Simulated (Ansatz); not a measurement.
A nudged elastic band was laid between two geometries of C$_{2}$H$_{5}$LiS (9 atoms, charge 0, multiplicity 1).

Level of theory: RKS PBE/cc-pVDZ in Ansatz.

```json
{"movable images": "7", "climbing image": "yes", "spring": "5.0 eV/Å²", "optimiser": "quadratic models (default)", "start path": "IDPP", "force threshold": "0.05 eV/Å", "iteration limit": "44", "end points": "relaxed"}
```

Initial state:

```xyz
9
Properties=species:S:1:pos:R:3
Li -0.224 -0.563 -2.045
S 1.429 0.678 -1.341
C 0.636 0.488 0.324
C -0.641 -0.360 0.326
H 1.371 0.030 1.019
H 0.396 1.497 0.722
H -1.432 0.097 -0.322
H -0.434 -1.405 -0.018
H -1.101 -0.462 1.333
```

Final state:

```xyz
9
Properties=species:S:1:pos:R:3
Li 2.172 0.926 -2.517
S 0.407 -0.081 -1.742
C 0.336 0.241 0.090
C -0.881 -0.439 0.715
H 1.265 -0.136 0.566
H 0.290 1.336 0.269
H -1.819 -0.065 0.257
H -0.845 -1.535 0.554
H -0.925 -0.248 1.809
```

Question: What changes between the two ends?

Answer: No bond is made or broken. The dihedral Li1–S2–C3–C4 goes from 0 to -180°.

Question: What energy profile does the band end with?

Answer: The run converged. The highest image is number 8 of 0 to 8, 0.108 eV above the first end and 0.000 eV above the last; the last end lies 0.108 eV above the first. The highest image is an end point: on this band no image between the ends rises above it.

| image | path coordinate (Å) | energy (eV) | dihedral Li1–S2–C3–C4 (°) |
| --- | --- | --- | --- |
| 0 | 0.00 | 0.000 | 0 |
| 1 | 0.62 | 0.040 | -19 |
| 2 | 1.24 | 0.075 | -40 |
| 3 | 1.86 | 0.089 | -64 |
| 4 | 2.48 | 0.093 | -89 |
| 5 | 3.10 | 0.094 | -114 |
| 6 | 3.72 | 0.100 | -138 |
| 7 | 4.34 | 0.107 | -164 |
| 8 | 4.72 | 0.108 | -180 |

The run took 3.5 min on 1 thread of Intel(R) Xeon(R) Processor @ 2.50GHz (Skylake/Cascade Lake) (shared host), peak memory 0.14 GiB.
